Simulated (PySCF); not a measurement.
# Electron correlation in Al³⁺ (aluminium, charge +3)

[Ne], closed-shell 1S. Calculation: PySCF 2.14, in aug-cc-pwCVQZ (10s9p7d5f3g, 134 functions); no relativity, point nucleus. Frozen: 1s2; 8 electrons correlated.

MP2 pair energies summed by pair of shells (mhartree):

```csv
pair,energy,share (%)
2p-2p,-198.00,71.7
2s-2p,-67.79,24.5
2s-2s,-10.44,3.8
```

Total MP2 correlation energy: -276.23 mhartree.

Same-spin part -70.00 and opposite-spin part -206.23 mhartree; SCS-MP2 scales them by 1/3 and 6/5 to -270.81 mhartree.
